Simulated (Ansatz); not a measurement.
The cluster Ru₃H₃⁺. Total charge 1; quintet. Geometry PBE0-D4/def2-TZVP; atoms count from 1.

```xyz
6

Ru    0.258    1.085   -1.221
Ru   -1.329   -0.237   -0.225
Ru    1.267   -0.020    0.516
H     0.869    1.245    1.313
H    -0.874   -1.267   -1.287
H    -0.192   -0.805    0.905
```

In the def2 sets Ru takes a core potential; there is no spin–orbit coupling. The charge 1 quintet is spin-contaminated (final ⟨S²⟩ up to 6.26, 6.00 for a pure state). The structure comes from a short search, and lower isomers may exist.

**Question.** Estimate the Mulliken populations from the PBE0/def2-TZVP orbitals of Ansatz.

**Answer.** 
```json
{"atom": "Ru1", "charge (e)": "0.36", "spin (α − β)": "2.70", "d electrons": "6.78"}
{"atom": "Ru2", "charge (e)": "0.21", "spin (α − β)": "0.66", "d electrons": "7.06"}
{"atom": "Ru3", "charge (e)": "0.21", "spin (α − β)": "0.66", "d electrons": "7.06"}
{"atom": "H4", "charge (e)": "0.08", "spin (α − β)": "-0.03", "d electrons": "–"}
{"atom": "H5", "charge (e)": "0.08", "spin (α − β)": "-0.03", "d electrons": "–"}
{"atom": "H6", "charge (e)": "0.05", "spin (α − β)": "0.03", "d electrons": "–"}
```
Mulliken values and Mayer orders depend strongly on the basis.

**Question.** Where does the spin sit?

**Answer.** Summed by element: Ru 4.03, H -0.03, of 4 unpaired in all. Largest on single atoms: Ru1 2.70, Ru2 0.66, Ru3 0.66.

**Question.** And the Mayer bond orders between bonded heavy atoms (over 0.3)?

**Answer.** Ru1–Ru2 1.72 (2.29 Å); Ru1–Ru3 1.72 (2.29 Å); Ru2–Ru3 0.50 (2.71 Å).
